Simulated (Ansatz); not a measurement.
Total energies of `C[Si](C)(C)C#CC#Cc1ccc(C#Cc2ccc(C#Cc3ccc(C#Cc4ccc(C#C[Si](C)(C)C)cc4)cc3)cc2)cc1` from Ansatz at PBE0-D4/def2-TZVP, gas phase (1 Eh = 27.2114 eV = 2625.5 kJ/mol). The reference geometry is relaxed at PBE-D4/def2-SVP.

```
                 state   geometry  energy (Eh)
      charge 0 singlet  reference  -2198.17186
      charge 1 doublet  reference  -2197.92777
     charge -1 doublet  reference  -2198.24130
 free C atom (triplet)          –    -37.80537
free Si atom (triplet)          –   -289.24943
 free H atom (doublet)          –     -0.50104
```

Single mean-field runs in def2-TZVP are fitted with def2-universal-jkfit.

Task: Work out the vertical ionisation energy to the doublet.

Result: E(charge 1 doublet) − E(charge 0 singlet) = -2197.92777 − (-2198.17186) = 0.24409 Eh = 6.64 eV. For comparison, −ε of the highest occupied level is 5.82 eV at this level, 0.82 eV less.

Task: Work out the vertical electron affinity, to the doublet.

Result: E(charge 0 singlet) − E(charge -1 doublet) = -2198.17186 − (-2198.24130) = 0.06944 Eh = 1.89 eV. The basis lacks diffuse functions, which makes affinities too small.

Task: Give the fundamental gap IE − EA, the Mulliken electronegativity (IE + EA)/2 and the hardness (IE − EA)/2.

Result: From the values in Eh: IE − EA = 0.24409 − 0.06944 = 0.17465 Eh = 4.75 eV; (IE + EA)/2 = 4.27 eV; (IE − EA)/2 = 2.38 eV. The HOMO–LUMO gap of the same run is 3.19 eV, 1.56 eV smaller than the fundamental gap.

Task: What is the binding energy per atom against free atoms?

Result: Atoms: 42 × (-37.80537) + 2 × (-289.24943) + 34 × (-0.50104) = -2183.35976 Eh. Binding: -2183.35976 − (-2198.17186) = 14.81210 Eh = 403.06 eV, or 5.17 eV for each of 78 atoms (no zero-point energy, no counterpoise term).
